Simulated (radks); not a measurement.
Values are calculated unless marked as measured or tabulated.
Q: Radial electron density D(r) = 4 pi r^2 rho(r) of an atom or ion with 9 electrons. Level of theory: Dirac Kohn-Sham, relativistic LDA (MacDonald-Vosko exchange, VWN5 correlation), spin-unpolarised, spherical densities, finite nucleus; Fermi nuclear charge, rms radius of each element as measured or else 0.836 A^(1/3) + 0.57 fm (a radial shooting solver on a logarithmic mesh with Libxc functionals).

```
   r/bohr * D(r) (the largest magnitude, 79.2, reaches the edge; | marks zero)
 0.001319 |   *
 0.001452 |   *
 0.001598 |    *
 0.001759 |     *
 0.001936 |      *
 0.002131 |       *
 0.002346 |        *
 0.002582 |         *
 0.002842 |           *
 0.003104 |             *
 0.003417 |               *
 0.003761 |                 *
  0.00414 |                   *
 0.004557 |                      *
 0.005016 |                        *
 0.005521 |                           *
 0.006078 |                              *
  0.00669 |                                  *
 0.007306 |                                     *
 0.008042 |                                        *
 0.008852 |                                           *
 0.009744 |                                              *
  0.01073 |                                                 *
  0.01181 |                                                   *
    0.013 |                                                     *
  0.01431 |                                                      *
  0.01575 |                                                      *
   0.0172 |                                                      *
  0.01893 |                                                     *
  0.02083 |                                                   *
  0.02293 |                                                 *
  0.02525 |                                              *
  0.02779 |                                            *
  0.03059 |                                          *
  0.03367 |                                         *
  0.03706 |                                         *
  0.04047 |                                         *
  0.04455 |                                           *
  0.04904 |                                             *
  0.05398 |                                                *
  0.05942 |                                                   *
  0.06541 |                                                     *
    0.072 |                                                     *
  0.07925 |                                                    *
  0.08724 |                                                *
  0.09526 |                                           *
   0.1049 |                                     *
   0.1154 |                              *
   0.1271 |                      *
   0.1399 |               *
    0.154 |          *
   0.1695 |      *
   0.1865 |   *
   0.2053 | *
   0.2242 |*
   0.2468 *
   0.2717 *
   0.2991 *
   0.3292 *
```

What is the nuclear charge?

A: Z = 61. The innermost maximum, from 1s, lies near gamma/Z bohr with gamma = sqrt(1 - (Z/c)^2) = 0.895, here 0.0147 bohr (found: 0.0156), and its height grows with Z. The density is that of the promethium ion Pm52+ in [He] 2s2 2p5; the configuration itself is not fixed sharply by these data, and Z only to a few units. D(r) has 2 maxima, at r = 0.0156, 0.0703 bohr, and minima at 0.0365 bohr, inside which lie 2.20 electrons.
